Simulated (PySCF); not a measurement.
C3H5ClOSi. Atoms are numbered in the order given.

```xyz
11

C      2.4622    -1.1374    -0.0239
C      1.3910    -0.3831    -0.0433
C      0.2832     0.3139    -0.0556
Cl     0.3047     2.0792    -0.2294
Si    -1.4377    -0.4349     0.1059
O     -1.3317    -2.0888     0.2586
H      2.8811    -1.5538    -0.9473
H      2.9823    -1.3677     0.9133
H     -2.0897     0.2161     1.2781
H     -2.2138    -0.1696    -1.1286
H     -0.7782    -2.4329     0.9696
```
Charge 0, spin multiplicity 1.

Coordinates come from a B3LYP-D3(BJ)/def2-SVP optimisation. This is a generated structure with no PubChem entry under its InChIKey; it may be hypothetical. Other conformers were not sampled.

Calculation: PBE0/pcSseg-1 (PySCF).

GIAO shieldings, no solvent; atoms listed in one row are averaged. δ = σ(ref) − σ: ¹³C against TMS (σ = 186.3 ppm); ³⁵Cl against HCl (σ = 945.9 ppm); ²⁹Si against TMS (σ = 352.7 ppm); ¹⁷O against H2O (σ = 334.2 ppm); ¹H against TMS (σ = 31.56 ppm), references at their B3LYP-D3(BJ)/def2-TZVP geometries, non-relativistic (without spin–orbit terms, shifts of atoms bonded to Cl or Br come out too high).

Question: Estimate the chemical shifts. (The exact figures need the calculation; the answer reports its results.)

Answer: 
```
nucleus  atoms  count  δ (ppm)
-------  -----  -----  -------
¹³C         C2      1    225.6
¹³C         C3      1    108.6
¹³C         C1      1     89.7
³⁵Cl       Cl4      1    175.8
²⁹Si       Si5      1    -30.5
¹⁷O         O6      1     25.2
¹H          H7      1     5.78
¹H          H8      1     5.68
¹H          H9      1     5.20
¹H         H10      1     5.06
¹H         H11      1     1.51
```
